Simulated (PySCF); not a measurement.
Ge(H)(OH) (GeH₂O), SMILES [OH][GeH] (connectivity only; charge and spin as stated), neutral, multiplicity 1.

Geometry optimised at PBE0-D3(BJ)/def2-TZVP.

Vertical ionisation energy (IE) and electron affinity (EA) in eV. Rows of orbital energies are one-electron estimates. Where ΔSCF, EOM or ADC give a negative EA the extra electron is unbound and the value depends on the basis.

| level | IE | EA |
|---|---|---|
| −ε(HOMO), −ε(LUMO), ωB97X/def2-TZVPD (PySCF) | ? | ? |
| −ε(HOMO), −ε(LUMO), CAM-B3LYP/def2-TZVPD (PySCF) | 8.32 | 1.31 |
| ADC(2)/aug-cc-pVDZ (PySCF) | 9.22 | 0.32 |

**Question.** Some entries are withheld; supply them. (An estimate is asked for; the answer gives what the named calculation found.)

**Answer.** 
- −ε(HOMO), −ε(LUMO), ωB97X/def2-TZVPD (PySCF), IE: 9.27
- −ε(HOMO), −ε(LUMO), ωB97X/def2-TZVPD (PySCF), EA: 0.30

**Question.** Beyond the first one, list the lowest photoelectron lines from ADC(2)/aug-cc-pVDZ in PySCF with their pole strengths (two spins summed). (The exact figures need the calculation; the answer reports its results.)

**Answer.** 10.78 eV (1.70), 10.80 eV (1.72), 14.67 eV (1.75), 17.22 eV (1.71).
